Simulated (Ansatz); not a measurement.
Molecule: Sb2 (charge +1, doublet). 
Coordinates optimised at B3LYP-D3(BJ)/def2-TZVP (Ansatz, a program for electronic structure):
```
Sb
Sb 1 2.5934
```
Charge +1, spin multiplicity 2.

Parts of the frozen-core correlation energy in def2-SVP (Ansatz, hartree). Frozen orbitals: 18; correlated occupied orbitals by spin: 5 and 4; virtual: 29 and 30. Open shells are spin-unrestricted. No spin-orbit coupling. In def2 rows, elements after Kr have scalar-relativistic effective core potentials.

```
term                            value
-------------------------  ----------
reference (HF)             -478.26788
MP2 opposite-spin            -0.08577
MP2 same-spin                     ___
CCSD correlation                  ___
(T)                               ___
CCSDT minus CCSD(T)          -0.00269
T1 diagnostic                   0.098
largest doubles amplitude       0.217
<S^2> of the reference          1.443
```

**Question.** Complete the blanks.

**Answer.** 
- MP2 same-spin, value: -0.02879
- CCSD correlation, value: -0.15251
- (T), value: -0.00896
